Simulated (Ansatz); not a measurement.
Species: C3H6Ge, SMILES `C=C=[CH][GeH3]` (charge 0, multiplicity 1).

Task: Give a relaxed geometry from PBE0-D3(BJ)/def2-TZVP (Ansatz, a first-principles code).

Result: the end point of this relaxation (outside a Z-matrix the atoms follow the SMILES, hydrogens last).
Cartesian coordinates (Å) in one orientation:
```xyz
10

C      2.179     0.221    -0.388
C      1.039    -0.305    -0.046
C     -0.115    -0.799     0.288
Ge    -1.744     0.252     0.165
H      2.795     0.741     0.337
H      2.547     0.146    -1.406
H     -0.173    -1.824     0.646
H     -1.395     1.640    -0.387
H     -2.385     0.381     1.558
H     -2.746    -0.452    -0.766
```
